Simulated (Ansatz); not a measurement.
A run for Ansatz (a program for electronic structure): U-PBE/cc-pV(T+d)Z on CH6BeSi (SMILES [CH3][Be][SiH3]), a point of a bond scan (R = 3.426 Å). Files ending in .json are basis or fitting sets from the Basis Set Exchange.

Ansatz 0.2 input:
```yaml
crystal:
  periodic: [false, false, false]
  atoms:
    - {symbol: Be, position_ang: [-0.09423418, 0.60885896, -0.43233624]}
    - {symbol: C, position_ang: [-0.30367175, 1.96206151, -1.39321311]}
    - {symbol: H, position_ang: [-1.09943238, 2.61396247, -1.01624744]}
    - {symbol: H, position_ang: [-0.57125009, 1.69742265, -2.42213540]}
    - {symbol: H, position_ang: [0.60550301, 2.57087395, -1.44854529]}
    - {symbol: Si, position_ang: [0.17948039, -1.15964546, 0.82343660]}
    - {symbol: H, position_ang: [0.25753625, -4.05673429, -1.00306222]}
    - {symbol: H, position_ang: [-0.91392648, -1.32087649, 1.82186631]}
    - {symbol: H, position_ang: [1.45193001, -1.11490180, 1.59626639]}
basis:
  gaussian:
    orbitals: cc-pV_T+d_Z.json
hamiltonian:
  xc: {name: PBE}
magnetization: {spin_polarized: true, initial_magnetization: 0}
```

The head of its log:

```
WARN ansatz: RAYON_NUM_THREADS=1 ignored (pool sized by the plan → 1); use --threads N
Functional definition: PBE
integrals: 0.07 GiB planned
984 factors; their error is unknown
mean field: 0.73 GiB planned
mean field evaluation 1: about -9393.5185 eV, gradient 4.5e1 eV
mean field evaluation 2: about -9367.2835 eV, gradient 6.8e1 eV
```

Q: What total energy does the run end on?

A: -345.5824 hartree. Its determinant has ⟨S²⟩ = 0.88, a mixture of spin states.
